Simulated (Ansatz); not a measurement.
A single point on `[NH2][Sc]([OH])[O][SiH3]`.

```yaml
crystal:
  periodic: [false, false, false]
  atoms:
    - {symbol: N, position_ang: [0.145016, 1.218054, 2.210213]}
    - {symbol: Sc, position_ang: [0.441669, -0.281348, 0.951597]}
    - {symbol: O, position_ang: [1.349888, -1.773004, 1.615777]}
    - {symbol: O, position_ang: [-0.225038, -0.076192, -0.822508]}
    - {symbol: Si, position_ang: [-0.767775, 0.020291, -2.349975]}
    - {symbol: H, position_ang: [-0.328023, 2.088649, 2.002745]}
    - {symbol: H, position_ang: [0.437696, 1.254324, 3.178268]}
    - {symbol: H, position_ang: [1.784443, -2.607829, 1.760931]}
    - {symbol: H, position_ang: [-2.216447, -0.323474, -2.417594]}
    - {symbol: H, position_ang: [-0.028412, -0.918499, -3.241172]}
    - {symbol: H, position_ang: [-0.593028, 1.399019, -2.888273]}
basis:
  gaussian: {orbitals: def2-TZVPP}
hamiltonian: {xc: pbe}
correlation: {method: rpa}
```

```sh
$ ansatz run in.yaml --threads 2 --pin off --events-out ev --progress --plain --max-ram 20480MiB --backend cuda --devices 0, --max-vram 18GiB
```

Output, abridged:

```
Functional definition: PBE
  name "PBE"
  cite "Perdew, Burke & Ernzerhof, Phys. Rev. Lett. 77, 3865 (1996) doi:10.1103/PhysRevLett.77.3865"
  parent pbe
  parameter kappa = 0.804
  parameter beta = 0.06672455060314922
  exchange = pbe_x(kappa = kappa, mu = beta*pi^2/3)
  correlation = pbe_c(beta = beta)
1725 factors; integrals over basis functions are off by at most 1.1e-3 eV
mean field evaluation 1: about -34224.8950 eV, gradient 1.2e2 eV
mean field evaluation 2: about -34224.8876 eV, gradient 1.2e2 eV
mean field evaluation 4: about -34226.1188 eV, gradient 1.1e2 eV
mean field evaluation 8: about -34251.5892 eV, gradient 1.1e0 eV
mean field evaluation 16: about -34251.5895 eV, gradient 2.7e-4 eV
mean field -34251.58951326 eV, -1258.7226980511 hartree, gradient 1.7e-6 eV, S^2 0.000000; 0 other end points of the search recorded, 0 dependent functions left out
13 core orbitals not correlated: weight in the atoms' cores, before any rotation towards them, 1.000 or more for the frozen orbitals, at most 0.000 for the correlated occupied ones
reference -34193.88497515 eV, -1256.6020953889 hartree; 19, 19 occupied and 251, 251 virtual orbitals, 1725 factors
Total energy: -34242.89182916 eV, -1258.4030640560 hartree
```

It took 4.3 s on 2 threads of an AMD EPYC 7R13 on a shared host and a share of an NVIDIA H100 80 GB, with 1.3 GiB of host memory at the peak.
